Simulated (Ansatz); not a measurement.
Computed with Ansatz on PBE0-D4/def2-TZVP structures; ΔE is electronic, products minus reactants. CBS: MP2 limit from def2 TZ/QZ plus the TZ coupled-cluster correction, frozen cores. This one scheme is used for every species, atoms too. DFT in def2-TZVPP. B3LYP here is the variant with VWN-RPA as its local correlation; programs differ in this. HSE06 is defined as in plane-wave codes. Open shells (•) are unrestricted, without spin–orbit coupling. Spin–orbit coupling would lower the free atoms: a little for Cl, Si. One conformer a species, not always the lowest.

Reaction (atomization): `[SiH3]N[SiH2][SiH2]Cl` → Cl• + 8 H• + N• + 3 Si•

```json
{"level": "LDA (SPW92)", "ΔE (kJ/mol)": "4481.9", "difference from CCSD(T)/CBS": "429.9"}
{"level": "BLYP-D4", "ΔE (kJ/mol)": "3998.8", "difference from CCSD(T)/CBS": "-53.2"}
{"level": "B97M-V", "ΔE (kJ/mol)": "4065.1", "difference from CCSD(T)/CBS": "13.1"}
{"level": "r2SCANh-D4", "ΔE (kJ/mol)": "4017.1", "difference from CCSD(T)/CBS": "-34.9"}
{"level": "HSE06-D4", "ΔE (kJ/mol)": "3997.9", "difference from CCSD(T)/CBS": "-54.1"}
{"level": "BHLYP-D4", "ΔE (kJ/mol)": "3991.0", "difference from CCSD(T)/CBS": "-61.0"}
{"level": "CAM-B3LYP-D4", "ΔE (kJ/mol)": "4055.2", "difference from CCSD(T)/CBS": "3.2"}
{"level": "ωB97M-V", "ΔE (kJ/mol)": "4055.6", "difference from CCSD(T)/CBS": "3.6"}
{"level": "PBE-QIDH", "ΔE (kJ/mol)": "3985.9", "difference from CCSD(T)/CBS": "-66.1"}
{"level": "r2SCAN", "ΔE (kJ/mol)": "4021.4", "difference from CCSD(T)/CBS": "-30.6"}
{"level": "B3LYP", "ΔE (kJ/mol)": "3978.7", "difference from CCSD(T)/CBS": "-73.3"}
{"level": "LC-ωPBE", "ΔE (kJ/mol)": "3983.0", "difference from CCSD(T)/CBS": "-69.0"}
{"level": "CCSD/def2-SVP", "ΔE (kJ/mol)": "3686.8", "difference from CCSD(T)/CBS": "-365.2"}
{"level": "MP2/def2-TZVPP", "ΔE (kJ/mol)": "3930.6", "difference from CCSD(T)/CBS": "-121.4"}
{"level": "CCSD/def2-TZVPP", "ΔE (kJ/mol)": "3883.3", "difference from CCSD(T)/CBS": "-168.7"}
{"level": "HF/CBS(def2)", "ΔE (kJ/mol)": "3015.3", "difference from CCSD(T)/CBS": "-1036.7"}
{"level": "CCSD(T)/CBS", "ΔE (kJ/mol)": "4052.0", "difference from CCSD(T)/CBS": "0"}
```

Largest T1 diagnostic among the species: 0.012.

Leaving LDA and LC-ωPBE aside and taking each functional with its dispersion term where it has one, the values, not all of them listed here, spread over 133.3 kJ/mol, from revPBE-D4 to ωB97X-V. LDA lies +505.1 kJ/mol from PBE without D4, its usual overbinding. At CCSD(T), def2-SVP lies −333.2 kJ/mol from the extrapolated value and def2-TZVPP −124.3 kJ/mol: correlation converges slowly with the basis, and small sets miss more of it in the bonded molecule than in its fragments. In def2-TZVPP, CCSD(T) changes the Hartree–Fock value by +923.7 kJ/mol (the triples alone add +44.4 kJ/mol) and MP2 by +926.6 kJ/mol; breaking electron pairs costs correlation energy, which Hartree–Fock lacks.

For atomizations the MP2-based limit and the directly extrapolated one differ by several kJ/mol either way, and by 10 to 25 for some Ge, Se and Sn compounds, so smaller differences from it don't rank the levels.
